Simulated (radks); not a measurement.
The nuclear charge of the germanium ion Ge+ is varied continuously with 31 electrons held in [Ar] 3d10 4s2 4p1. Calculated with a radial shooting solver on a logarithmic mesh with Libxc functionals: Dirac Kohn-Sham, PBE, spin-unpolarised, spherical densities, finite nucleus; open shells fill j = l - 1/2 first; Fermi nuclear charge, rms radius 4.0742 fm. By the Hellmann-Feynman theorem dE/dZ = E(electron-nucleus)/Z, the electronic potential at the nucleus (averaged over a nucleus of fixed radius).

Z     E (hartree)  E(electron-nucleus)/Z (hartree)   HOMO  e(HOMO) (eV)  <r> HOMO (bohr)
31.6  -2035.99793                         -155.308  4p1/2        -7.490            2.778
31.8  -2067.19227                         -156.636  4p1/2        -9.371            2.645
32    -2098.65208                         -157.962  4p1/2       -11.366            2.531
32.2  -2130.37717                         -159.288  4p1/2       -13.469            2.432
32.4  -2162.36739                         -160.614  4p1/2       -15.677            2.343
32.6  -2194.62265                         -161.939  4p1/2       -17.985            2.264
32.8  -2227.14287                         -163.263  4p1/2       -20.390            2.193
33    -2259.92800                         -164.588  4p1/2       -22.891            2.127

The central difference of E at Z = 32 is -157.962 hartree, to compare with the third column; the second derivative is -6.63 hartree.
